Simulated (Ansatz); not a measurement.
CH₈OSSi₂, SMILES `CO[SiH2]S[SiH3]`, relaxed with RKS PBE0-D4/def2-TZVP in the Gaussian-basis code of Ansatz from a PBE-D4/def2-SVP geometry. The force threshold is 0.005 eV/Å; the program also tests the step.

Total charge 0; spin multiplicity 1.

Start:

```xyz
13

C    -0.214    1.763   -1.044
O     0.337    0.472   -0.859
Si    1.440    0.069    0.346
S     1.144   -2.017    0.755
Si   -1.026   -1.944    0.659
H     0.469    2.421   -1.627
H    -1.161    1.663   -1.614
H    -0.443    2.270   -0.079
H     2.872    0.228   -0.080
H     1.159    0.946    1.541
H    -1.491   -3.174    1.385
H    -1.542   -1.977   -0.748
H    -1.544   -0.721    1.365
```

Problem. How much energy does the relaxation release, and in how many steps? (An estimate is asked.)

Solution. Computed: 7.70 kJ/mol, in 15 steps.

Problem. Which bonds change most? (Estimate.)

Solution. Ansatz gave: O2–Si3 from 1.682 to 1.640 Å; S4–Si5 from 2.174 to 2.143 Å; Si3–S4 from 2.147 to 2.119 Å; Si3–H10 from 1.508 to 1.488 Å.

Problem. Give the relaxed structure. (Estimate.)

Solution. The calculation gave: 
```xyz
13

C    -0.140    1.847   -1.091
O     0.293    0.520   -0.889
Si    1.323    0.073    0.307
S     1.125   -2.018    0.590
Si   -1.013   -2.028    0.726
H     0.632    2.440   -1.593
H    -1.027    1.822   -1.725
H    -0.399    2.336   -0.146
H     2.745    0.321   -0.041
H     0.966    0.831    1.537
H    -1.379   -3.245    1.492
H    -1.644   -2.081   -0.614
H    -1.480   -0.817    1.448
```
